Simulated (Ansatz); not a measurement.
Compare A (`FBC1N[SiH2]1`) with its isomer B (`BN1[SiH2]C1F`).

Computed with Ansatz on PBE0-D4/def2-TZVP structures; ΔE is electronic, products minus reactants. CCSD(T)/CBS adds triple-zeta CCSD(T) − MP2 to the extrapolated MP2 energy (def2 sets, frozen cores). Functionals use def2-TZVPP. B3LYP here is the variant with VWN-RPA as its local correlation; programs differ in this. One conformer a species, not always the lowest.

A:

Z-matrix (Å, degrees):
```
C
B 1 1.522
Si 1 1.868 2 112.8
N 1 1.495 2 120.7 3 -67.9
H 1 1.091 2 118.6 3 132.3
F 2 1.330 1 121.1 3 63.6
H 2 1.201 1 121.3 3 -112.1
H 3 1.479 1 116.4 2 137.3
H 3 1.474 1 123.3 2 -14.7
H 4 1.010 1 114.1 2 -142.3
```

B:

```xyz
10

B     1.678    0.412    0.102
N     0.331    0.039    0.108
Si   -1.095   -0.712    0.721
C    -0.775    0.334   -0.775
F    -0.679   -0.246   -2.012
H     2.385    0.026    0.987
H     2.086    1.111   -0.780
H    -1.683   -0.175    1.967
H    -1.217   -2.176    0.572
H    -1.030    1.386   -0.890
```

(1) Which is lower in electronic energy at CCSD(T)/CBS, and by how much? (An estimate is asked.)

(2) Give E(B) − E(A) in kcal/mol with CCSD(T)/def2-TZVPP, MP2/def2-TZVPP, B3LYP-D4, B2PLYP, HF/def2-TZVPP, CCSD/def2-TZVPP, PBE-D4. (Best estimate.)

Largest T1 diagnostic: 0.014.

Answers

(1) The calculation gave: A, by 28.4 kcal/mol.

(2) The calculation gave: CCSD(T)/def2-TZVPP 27.8, MP2/def2-TZVPP 29.5, B3LYP-D4 25.4, B2PLYP 26.8, HF/def2-TZVPP 24.9, CCSD/def2-TZVPP 27.5, PBE-D4 26.2. None reverses the order clearly.

In def2-TZVPP, CCSD(T) changes the Hartree–Fock value by +2.9 kcal/mol (the triples alone add +0.3 kcal/mol) and MP2 by +4.6 kcal/mol. From PBE to PBE0 (25 % exact exchange), in def2-TZVPP and without D4, E(B) − E(A) moves by +0.8 kcal/mol.
